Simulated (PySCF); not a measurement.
Which level of theory gave which numbers?

Compound: dimethyldichlorosilane, C2H6Cl2Si.
Z-matrix (Å and degrees, PBE0-D3(BJ)/def2-SVP geometry), rows numbered from 1:
```
C 
Si  1  1.8570
C   2  1.8573  1  114.78
Cl  2  2.0721  1  108.26  3   121.38
Cl  2  2.0726  1  108.69  3  -122.08
H   1  1.1008  2  110.60  3    58.15
H   1  1.0998  2  110.30  3   178.21
H   1  1.1009  2  110.18  3   -62.08
H   3  1.0998  2  110.49  1  -178.95
H   3  1.1009  2  110.46  1   -58.89
H   3  1.1009  2  110.19  1    61.19
```

The closed-shell ground state was solved 7 times with PySCF (density fitting, gas phase), always with PBE0, in these basis sets: 6-311+G(2d,p), 6-31G, STO-3G, def2-SVP, pcSseg-0, pcSseg-1 and pcSseg-2.

```
row  total energy (Eh)  HOMO (eV)  LUMO (eV)  dipole (D)
  P         -1289.3907      -8.68      -0.16        2.55
  Q         -1289.2707      -8.76       0.87        2.78
  R         -1287.7443      -8.98       0.54        3.38
  S         -1289.4261      -8.71       0.29        2.62
  T         -1289.1732      -8.79       0.49        3.67
  U         -1288.8928      -8.52       1.31        2.49
  V         -1275.0764      -6.77       3.47        3.54
```

Which basis belongs to which row?

P = 6-311+G(2d,p), Q = pcSseg-1, R = pcSseg-0, S = pcSseg-2, T = 6-31G, U = def2-SVP, V = STO-3G. From the lowest total energy up: pcSseg-2 (285 functions) 0 eV; 6-311+G(2d,p) (195 functions) +0.96 eV; pcSseg-1 (136 functions) +4.23 eV; 6-31G (69 functions) +6.88 eV; def2-SVP (112 functions) +14.51 eV; pcSseg-0 (69 functions) +45.76 eV; STO-3G (43 functions) +390.47 eV.
